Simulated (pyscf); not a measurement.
Single points on ωB97X-D3(BJ)/def2-SVP structures (PySCF, gas phase). Correlated levels are frozen-core, on RHF or UHF. ΔMP2 is the change of the MP2 total energy from the triple- to the quadruple-zeta basis. Singlets are restricted, triplets unrestricted.

Singlet (Å):
```xyz
3

Cl     1.0616    -0.9384    -0.2566
C      0.0501     0.0874    -1.1824
Cl    -0.1757     1.5620    -0.3415
```

Triplet (Å):
```xyz
3

Cl     1.0764    -1.0563    -0.3299
C      0.1157     0.1266    -1.0321
Cl    -0.2587     1.6427    -0.4186
```

For these two minima of Cl–C:–Cl, which spin state lies lower at CCSD(T)/def2-TZVPP + ΔMP2(QZVPP), and by how much (electronic energies)?

The singlet, by 0.88 eV. Zero-point energy shifts E(triplet) − E(singlet) by +0.01 eV. 

E(triplet) − E(singlet) by level (eV):

| level | gap |
|---|---|
| ωB97X-D3(BJ)/def2-TZVP | +0.77 |
| PBE/def2-TZVP | +0.78 |
| r²SCAN/def2-TZVP | +0.50 |
| B3LYP-D3(BJ)/def2-TZVP | +0.74 |
| PBE0-D3(BJ)/def2-TZVP | +0.58 |
| M06-2X/def2-TZVP | +0.75 |
| ωB97M-D3(BJ)/def2-TZVP | +0.92 |
| HF/def2-TZVP | -0.21 |
| MP2/def2-QZVPP | +0.82 |
| CCSD/def2-TZVPP | +0.70 |
| CCSD(T)/def2-TZVPP | +0.83 |
| CCSD(T)/def2-TZVPP + ΔMP2(QZVPP) | +0.88 |

The triplet is the lowest one reached from the SCF start used. The CCSD(T) − MP2 part came from Ansatz, without density fitting, on the same reference.
